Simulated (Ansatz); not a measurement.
InH2Me (CH₅In). The state is a singlet with charge 0. Geometry PBE0-D4/def2-TZVP, basis def2-TZVP, Ansatz.

| run | HOMO (eV) | LUMO (eV) |
| --- | --- | --- |
| A | -6.70 | -2.27 |
| B | -7.36 | -1.84 |
| C | -6.42 | -2.28 |
| D | -7.08 | -1.71 |
| E | -6.65 | -1.96 |
| F | -9.87 | 0.20 |

In the def2 sets In takes a core potential; there is no spin–orbit coupling. B3LYP takes the VWN-RPA correlation.

**Question.** The runs used B3LYP, B97M-V, PBE, r2SCAN, r2SCANh, ωB97X-V. Estimate which is which.

**Answer.** A B97M-V (0 % exact exchange); B B3LYP (20 % exact exchange); C PBE (0 % exact exchange); D r2SCANh (10 % exact exchange); E r2SCAN (0 % exact exchange); F ωB97X-V (range-separated). Exact exchange lowers occupied and raises empty levels; among semilocal functionals meta-GGAs tend to open the gap a little, and such runs are hard to tell apart. The gap grows from 4.14 eV (PBE) to 10.07 eV (ωB97X-V).
